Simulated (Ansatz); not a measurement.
Species: C₃H₉ClGe (charge 0, singlet). 
Structure (B3LYP-D3(BJ)/def2-TZVP (Ansatz, a quantum-chemistry and plane-wave program) minimum search):
```
Ge
C 1 1.9569
H 2 1.0892 1 110.03
H 2 1.0892 3 108.86 1 -120.66
H 2 1.0912 3 108.96 4 -118.70
C 1 1.9569 2 112.67 3 55.60
H 6 1.0892 1 110.03 2 -175.55
H 6 1.0892 7 108.86 1 -120.66
H 6 1.0912 7 108.96 8 -118.70
C 1 1.9569 2 112.67 3 -175.55
H 10 1.0892 1 110.03 2 175.55
H 10 1.0892 11 108.86 1 120.66
H 10 1.0912 11 108.96 12 118.70
Cl 1 2.2020 2 106.04 3 -59.98
```
Charge 0, spin multiplicity 1.

Basis-set convergence of Hartree-Fock and CCSD(T) correlation energies (hartree) with Ansatz. Valence correlation only, unless marked. Spin-orbit coupling is left out. The frozen core is the preceding noble-gas configuration, with the filled d and f shells of earlier blocks. Non-relativistic.

| basis | functions | E(HF) | E(corr, CCSD(T)) |
|---|---|---|---|
| def2-SVP | 137 | -2653.29244 | -0.75292 |
| def2-TZVPP | 309 | -2653.84893 | -0.94435 |
| def2-QZVPP | 600 | -2653.90873 | -1.00101 |

Extrapolating the two largest sets (X = 3 and 4) as X^-3: E(corr) = (64·(-1.00101) - 27·(-0.94435))/37 = -1.0424 Eh, an estimate of the basis-set limit. The largest set recovers 96.0 % of it, the smallest 72.2 %.
